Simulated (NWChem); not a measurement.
System: RbI; SMILES [Rb][I]

Program: NWChem. def2 effective core potentials on Rb, I; no spin-orbit coupling. Each level has its own optimisation; frequencies are unscaled.

```tsv
level	r I–Rb (Å)	highest harmonic frequency (cm⁻¹)	zero-point energy (kcal/mol)
B3LYP/3-21G (all-electron, non-relativistic)	3.398	118	0.2
CAM-B3LYP/def2-SVP (core potentials)	3.229	139	0.2
Hartree-Fock/3-21G (all-electron, non-relativistic)	3.448	117	0.2
PBE0/def2-SVP (core potentials)	3.229	137	0.2
```
